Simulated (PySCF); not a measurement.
Ionisation energy of Tc⁺ by level of theory

Tc⁺ [Kr] 4d5 5s1 (7S) → Tc²⁺ [Kr] 4d5 (6S), as a difference of total energies. Calculation: PySCF 2.14, in x2c-SVPall; scalar relativity by spin-free X2C-1e. Correlated levels: valence: [Kr] frozen. The calculations carry no spin-orbit coupling.

```tsv
method	ionisation energy (eV)
UHF	14.216
PBE	15.440
MN15	14.876
MP2 (valence)	14.570
SCS-MP2 (valence)	14.334
```

Question: How much does correlation contribute at MP2 (valence)?

Answer: 14.570 − (14.216) = 0.354 eV, measured against UHF.

Errors of the correlated levels include the incompleteness of this basis and the frozen core.

For comparison: 15.26 eV (semi-empirical (NIST evaluation); NIST Atomic Spectra Database, ionization energies).
